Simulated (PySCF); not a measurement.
A structure optimised at PBE-D3(BJ)/def2-SVP, used in a PySCF frequency run:

```
Mo
N 1 1.7259
H 2 1.0289 1 153.09
S 1 2.1231 2 107.60 3 0.00
Cl 1 2.2756 2 107.71 3 -117.68
Cl 1 2.2756 2 107.71 3 117.68
```

Write its SMILES, formula and point group.

[NH]=[Mo](=[S])([Cl])[Cl], Cl2HMoNS, Cs

What are its rotational constants (standard atomic weights)?

1.7389, 1.4517, 1.0867 GHz
